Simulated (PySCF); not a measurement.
CH7InO, singlet, PBE0/def2-SVP optimised geometry.

```
10

In     0.17     0.57     0.00
H     -0.64     2.13     0.00
H      1.92     0.57     0.00
C     -0.94    -1.23     0.49
H     -1.11    -1.28     1.58
H     -0.38    -2.13     0.19
H     -1.92    -1.23     0.00
O      0.11     0.48    -2.43
H     -0.32     1.27    -2.77
H      1.02     0.52    -2.77
```

Density from PBE0/def2-TZVP, def2 effective core potentials past Kr run with PySCF at that geometry. The core electrons that the potentials of In replace are not part of the density.

Minimum of the electron density along straight lines between bonded atoms, close to the bond critical point (lines longer than 1.1 times the sum of covalent radii, or with two minima, are not listed):

```csv
bond,length / Å,ρ at the minimum / e bohr⁻³,∇²ρ there / e bohr⁻⁵,position (fraction from the first atom)
In1–H2,1.751,0.099,0.11,0.63
In1–H3,1.751,0.099,0.11,0.63
In1–C4,2.169,0.097,0.15,0.51
C4–H5,1.101,0.265,-0.86,0.64
C4–H6,1.100,0.267,-0.87,0.64
C4–H7,1.100,0.267,-0.87,0.64
O8–H9,0.965,0.356,-2.46,0.81
O8–H10,0.965,0.356,-2.46,0.81
```
